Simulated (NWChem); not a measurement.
Species: InI, singlet; SMILES [In][I]

Program: NWChem. Low-valent species are run as closed-shell singlets; no triplet was tried in these runs. def2 effective core potentials on In, I; no spin-orbit coupling. Each level has its own optimisation; frequencies are unscaled.

```
level                                                   r I–In (Å)  highest harmonic frequency (cm⁻¹)  zero-point energy (kcal/mol)
------------------------------------------------------  ----------  ---------------------------------  ----------------------------
LDA (Slater exchange, VWN5)/def2-SVP (core potentials)       2.753                                183                           0.3
Hartree-Fock/3-21G (all-electron, non-relativistic)          2.912                                158                           0.2
PBE0/def2-SVP (core potentials)                              2.790                                176                           0.3
```
